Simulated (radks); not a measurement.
Values are calculated unless marked as measured or tabulated.
O, configuration [He] 2s1 2p5 (not the ground configuration). Level of theory: Dirac Kohn-Sham, PBE, spin-unpolarised, spherical densities, point nucleus; open shells are shared between the two j in proportion to 2j + 1 (a radial shooting solver on a logarithmic mesh with Libxc functionals).

Normalised radial functions P(r) = r R(r) (large component), r in bohr:

```
   r/bohr * 2s1/2, o 2p3/2 (the largest magnitude, 0.962, reaches the edge; | marks zero, & curves that meet)
  0.01066                             o  *
  0.01183                             o  *
  0.01313                             o  *
  0.01468                             o   *
  0.01629                             o   *
  0.01808                             o   *
  0.02006                             o    *
  0.02226                             o    *
   0.0249                             o     *
  0.02763                             o     *
  0.03065                             o      *
  0.03401                             o      *
  0.03805                             |o      *
  0.04222                             |o      *
  0.04684                             |o       *
  0.05198                             |o        *
  0.05767                             |o        *
  0.06451                             |o         *
  0.07158                             | o        *
  0.07942                             | o        *
  0.08813                             | o         *
  0.09779                             |  o        *
   0.1094                             |  o        *
   0.1214                             |   o       *
   0.1347                             |    o     *
   0.1494                             |    o    *
   0.1658                             |     o  *
   0.1855                             |      o*
   0.2058                             |     * o
   0.2283                             |   *     o
   0.2534                             | *        o
   0.2811                             *           o
   0.3144                         *   |             o
   0.3489                      *      |              o
   0.3871                   *         |                o
   0.4296                *            |                 o
   0.4767             *               |                   o
   0.5331         *                   |                    o
   0.5916       *                     |                     o
   0.6564     *                       |                      o
   0.7284   *                         |                       o
   0.8082  *                          |                       o
    0.904  *                          |                       o
    1.003   *                         |                      o
    1.113    *                        |                     o
    1.235      *                      |                    o
    1.381        *                    |                  o
    1.533           *                 |                 o
    1.701              *              |               o
    1.887                *            |             o
    2.094                   *         |           o
    2.342                     *       |         o
    2.599                       *     |       o
    2.884                         *   |      o
      3.2                          *  |    o
     3.55                           * |   o
    3.971                            *|  o
    4.406                            *| o
    4.889                             *o
```

2s1/2: eigenvalue -24.420 eV, 1 radial node at r = 0.276 bohr, <r> = 1.14 bohr, 90 % of the charge inside 1.83 bohr. 2p3/2: eigenvalue -9.439 eV, 0 radial nodes, <r> = 1.26 bohr, 90 % of the charge inside 2.21 bohr.
